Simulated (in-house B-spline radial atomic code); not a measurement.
Ionisation energies along the 31-electron series, configuration [Ar] 3d10 4s2 4p1, as differences of self-consistent energies. Dirac energy differences include first-order Breit, QED and recoil terms. NIST's values go from ground level to ground level; the uncertainty of those that are theory runs from under 0.1 % in few-electron ions to several per cent in heavy many-electron ones. Computed with a B-spline radial code for spherical atoms: Dirac-Hartree-Fock, average of the configuration, finite nuclei.

```
  ion  configuration after  ionisation energy (eV)  IE/(q+1)² (eV)  Breit and QED recoil part (eV)  tabulated value (eV)    tabulated kind  computed minus tabulated (eV)
Te21+        [Ar] 3d10 4s2                   623.5          1.2883                        -0.39421                   633  tabulated theory                           -9.5
 I22+        [Ar] 3d10 4s2                   673.1          1.2724                        -0.43669                   683  tabulated theory                           -9.9
Xe23+        [Ar] 3d10 4s2                       ?               ?                               ?                     ?  tabulated theory                              ?
Cs24+        [Ar] 3d10 4s2                   777.6          1.2441                        -0.53028                   791  tabulated theory                          -13.4
Ba25+        [Ar] 3d10 4s2                   832.6          1.2316                        -0.58162                   846  tabulated theory                          -13.4
La26+        [Ar] 3d10 4s2                       ?               ?                               ?                     ?  tabulated theory                              ?
Ce27+        [Ar] 3d10 4s2                   948.0          1.2092                        -0.69405                   965  tabulated theory                          -17.0
Pr28+        [Ar] 3d10 4s2                  1008.5          1.1991                        -0.75532                  1028  tabulated theory                          -19.5
Nd29+        [Ar] 3d10 4s2                  1070.8          1.1898                        -0.82011                  1092  tabulated theory                          -21.2
Pm30+        [Ar] 3d10 4s2                       ?               ?                               ?                     ?  tabulated theory                              ?
Sm31+        [Ar] 3d10 4s2                  1200.9          1.1728                         -0.9606                  1226  tabulated theory                          -25.1
Eu32+        [Ar] 3d10 4s2                  1268.8          1.1651                         -1.0366                  1296  tabulated theory                          -27.2
Gd33+        [Ar] 3d10 4s2                  1338.5          1.1579                         -1.1166                  1368  tabulated theory                          -29.5
```

Fill in the row of Xe23+.

ionisation energy (eV): 724.4; IE/(q+1)² (eV): 1.2577; Breit and QED recoil part (eV): -0.48198; tabulated value (eV): 736; computed minus tabulated (eV): -11.6.

Fill in the row of La26+.

ionisation energy (eV): 889.4; IE/(q+1)² (eV): 1.22; Breit and QED recoil part (eV): -0.63619; tabulated value (eV): 906; computed minus tabulated (eV): -16.6.

Fill in the row of Pm30+.

ionisation energy (eV): 1134.9; IE/(q+1)² (eV): 1.181; Breit and QED recoil part (eV): -0.88851; tabulated value (eV): 1158; computed minus tabulated (eV): -23.1.

Where a p, d or f electron is removed, the computed value is a mean over both j, so it misses the tabulated one by a part of the spin-orbit splitting; averaging over terms and missing correlation add to the gap, relatively most at low charge.
